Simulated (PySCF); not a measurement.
## Electron correlation in Ir⁶⁵⁺ (iridium, charge +65)

[Ne] 3s2, closed-shell 1S. All numbers are calculated (PySCF 2.14, the spin-free X2C one-electron Hamiltonian (Gaussian nucleus), in an even-tempered Gaussian basis (17 s from 20 bohr⁻², ratio 2.5; 12 p from 26 bohr⁻², ratio 2.5; 4 d from 92 bohr⁻², ratio 2.7; 4 f from 140 bohr⁻², ratio 2.7)). Frozen: 1s2; 10 electrons correlated; the 20 highest virtual orbitals of each spin left out.

```tsv
level	correlation energy (mhartree)
CCSD	-495.88
(T)	-0.30
CCSD(T)	-496.18
```

Diagnostics: T1 = 8.7e-05, D1 = 0.0003, largest double amplitude 0.029.

Cost of the coupled-cluster step: about 6 core-seconds, for 10 correlated electrons.

At this charge the one-electron X2C treatment keeps the bare 1/r₁₂, with no two-electron picture change or Breit term. The effect here is smaller than on the frozen 1s shell; and a scalar Hamiltonian misses the large spin-orbit splitting of the p shells, which matters for ns² → np² pairs.
